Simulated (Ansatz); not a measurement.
Basis sets compared for (LiSH)4 cube (Li₄H₄S₄). Total charge 0; singlet. Geometry r2SCAN-D4/def2-SVP. Ansatz on 4 threads of Arm Neoverse V1 on a shared host; times are rough, and most runs start from earlier orbitals.

| atom | x (Å) | y (Å) | z (Å) |
| --- | --- | --- | --- |
| Li1 | -1.516 | -1.181 | -0.592 |
| Li2 | 0.512 | 1.237 | -1.501 |
| Li3 | 1.581 | -1.138 | 0.499 |
| Li4 | -0.577 | 1.082 | 1.594 |
| S5 | -1.723 | 1.240 | -0.544 |
| S6 | 0.628 | -1.179 | -1.737 |
| S7 | -0.557 | -1.348 | 1.635 |
| S8 | 1.652 | 1.287 | 0.645 |
| H9 | -2.780 | 2.000 | -0.878 |
| H10 | 1.013 | -1.903 | -2.802 |
| H11 | -0.899 | -2.174 | 2.638 |
| H12 | 2.665 | 2.077 | 1.040 |

Binding counts from free atoms (Li doublet, S triplet, H doublet) in the same basis, without a counterpoise term.

```csv
level,functions,energy (Eh),HOMO (eV),LUMO (eV),binding per atom (eV),wall time
PBE-D4/def2-SVP,128,-1624.3127,-5.02,-1.08,2.95,1.9 s
PBE0-D4/def2-SVP,128,-1624.4773,-6.18,-0.52,2.92,2.5 s
```

(1) Estimate the rows for PBE-D4/def2-TZVP (with forces), PBE0-D4/def2-TZVP.

Answers

(1) 
```csv
level,functions,energy (Eh),HOMO (eV),LUMO (eV),binding per atom (eV),wall time
PBE-D4/def2-TZVP (with forces),228,-1624.8716,-5.26,-1.33,2.88,4 s
PBE0-D4/def2-TZVP,228,-1625.0258,-6.40,-0.65,2.85,4.9 s
```
